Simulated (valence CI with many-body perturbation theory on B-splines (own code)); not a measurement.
Level structure of S11+

Method: valence CI with perturbative core correlation (CI+MBPT): three valence electrons over a frozen Dirac-Fock core [He], radial functions for each j: 11 s, 11 p, 9 d, 7 f, 5 g, 2 h, 1 i, with the one-electron correlation potential Σ1 (screened to all orders), the two-electron term Σ2, the three-electron term Σ3, Breit, model QED; selected single and double excitations, second order for the rest, scaled by the run's own slope (own B-spline code, finite nucleus).

No measured spectrum was set against this ion. As an estimate, levels of excited configurations hold to 0.05 to 0.15 % of their energy, terms of the ground configuration to about 0.5 %.

Levels 46 to 74 of 74, with energies above the lowest level, 2s2.2p 2P°_1/2. "Leading %" is the weight of the configuration and term that name the level; weights of strongly mixed levels are sums over their largest components and can fall short. In the jj column 3d3/2^4 stands for four electrons in 3d with j = 3/2. Lifetimes count E1, E2, E3, M1 and M2 decay at the calculated energies, and are blank where another channel may lead or the interval is too uncertain; long ones can be off by a factor of two.

| No. | Configuration | Term | J | E (eV) | Leading % | Second component | Leading jj | Lifetime |
| --- | --- | --- | --- | --- | --- | --- | --- | --- |
| 46 | 2s.2p.3s | 2P° | 3/2 | 366.34 | 45 | 44 % 2s.2p.3d 2D° | 2s 2p3/2 3s (32 %) | 1.10 ps |
| 47 | 2s.2p.3s | 2P° | 1/2 | 366.39 | 94 |  | 2s 2p3/2 3s (64 %) | 1.95 ps |
| 48 | 2s.2p.3s | 2P° | 3/2 | 366.54 | 49 | 43 % 2s.2p.3d 2D° | 2s 2p3/2 3s (35 %) | 1.30 ps |
| 49 | 2s.2p.3d | 4D° | 7/2 | 366.60 | 96 |  | 2s 2p3/2 3d5/2 (69 %) | 346 fs |
| 50 | 2s.2p.3d | 2D° | 5/2 | 366.63 | 68 | 28 % 2s.2p.3d 4D° | 2s 2p3/2 3d3/2 (69 %) | 640 fs |
| 51 | 2s.2p.3d | 4P° | 5/2 | 367.59 | 76 | 13 % 2s.2p.3d 4D° | 2s 2p3/2 3d5/2 (72 %) | 585 fs |
| 52 | 2s.2p.3d | 4P° | 3/2 | 367.79 | 90 | 8 % 2s.2p.3d 4D° | 2s 2p3/2 3d3/2 (63 %) | 587 fs |
| 53 | 2s.2p.3d | 4P° | 1/2 | 367.95 | 96 |  | 2s 2p3/2 3d3/2 (90 %) | 613 fs |
| 54 | 2s.2p.3d | 2F° | 5/2 | 371.72 | 98 |  | 2s 2p1/2 3d5/2 (51 %) | 536 fs |
| 55 | 2s.2p.3d | 2F° | 7/2 | 372.73 | 99 |  | 2s 2p3/2 3d3/2 (53 %) | 497 fs |
| 56 | 2s.2p.3d | 2P° | 3/2 | 373.37 | 95 |  | 2s 2p3/2 3d5/2 (45 %) | 691 fs |
| 57 | 2s.2p.3d | 2P° | 1/2 | 373.96 | 97 |  | 2s 2p3/2 3d5/2 (82 %) | 671 fs |
| 58 | 2s.2p.3p | 2P | 1/2 | 378.01 | 87 | 10 % 2p2.3s 2P | 2s 2p3/2 3p1/2 (46 %) | 2.76 ps |
| 59 | 2s.2p.3p | 2D | 3/2 | 378.04 | 72 | 20 % 2s.2p.3p 2P | 2s 2p3/2 3p1/2 (68 %) | 6.58 ps |
| 60 | 2s.2p.3p | 2D | 5/2 | 378.24 | 94 | 4 % 2p2.3s 2D | 2s 2p3/2 3p3/2 (60 %) | 11.4 ps |
| 61 | 2s.2p.3p | 2P | 3/2 | 378.42 | 68 | 21 % 2s.2p.3p 2D | 2s 2p3/2 3p3/2 (66 %) | 3.37 ps |
| 62 | 2s.2p.3p | 2S | 1/2 | 380.89 | 92 |  | 2s 2p3/2 3p3/2 (54 %) | 6.95 ps |
| 63 | 2p2.3s | 4P | 1/2 | 384.91 | 98 |  | 2p1/2^2 3s (49 %) | 5.10 ps |
| 64 | 2p2.3s | 4P | 3/2 | 385.51 | 98 |  | 2p1/2 2p3/2 3s (91 %) | 5.01 ps |
| 65 | 2p2.3s | 4P | 5/2 | 386.36 | 98 |  | 2p3/2^2 3s (57 %) | 4.87 ps |
| 66 | 2s.2p.3d | 2F° | 7/2 | 387.83 | 93 | 6 % 2p2.3p 2F° | 2s 2p3/2 3d5/2 (61 %) | 658 fs |
| 67 | 2s.2p.3d | 2F° | 5/2 | 387.88 | 93 | 6 % 2p2.3p 2F° | 2s 2p3/2 3d3/2 (65 %) | 597 fs |
| 68 | 2s.2p.3d | 2D° | 3/2 | 389.30 | 98 |  | 2s 2p3/2 3d3/2 (61 %) | 425 fs |
| 69 | 2s.2p.3d | 2D° | 5/2 | 389.47 | 98 |  | 2s 2p3/2 3d5/2 (65 %) | 428 fs |
| 70 | 2p2.3s | 2P | 1/2 | 390.82 | 84 | 15 % 2s.2p.3p 2P | 2p1/2 2p3/2 3s (60 %) | 2.32 ps |
| 71 | 2s.2p.3d | 2P° | 1/2 | 391.23 | 96 |  | 2s 2p3/2 3d3/2 (67 %) | 562 fs |
| 72 | 2s.2p.3d | 2P° | 3/2 | 391.37 | 96 |  | 2s 2p3/2 3d5/2 (61 %) | 565 fs |
| 73 | 2p2.3s | 2P | 3/2 | 391.73 | 79 | 13 % 2s.2p.3p 2P | 2p1/2 2p3/2 3s (56 %) | 2.33 ps |
| 74 | 2p2.3p | 2S° | 1/2 | 393.50 | 94 |  | 2p1/2 2p3/2 3p1/2 (28 %) | 1.75 ps |

Names give the largest LS component (configuration and term), which can be under half, so a name can repeat, a term be missing and a line seem to break the LS rules; names also repeat where a configuration has a term twice.

Where two levels of one J and parity lie close, their mixing, g and order are uncertain.
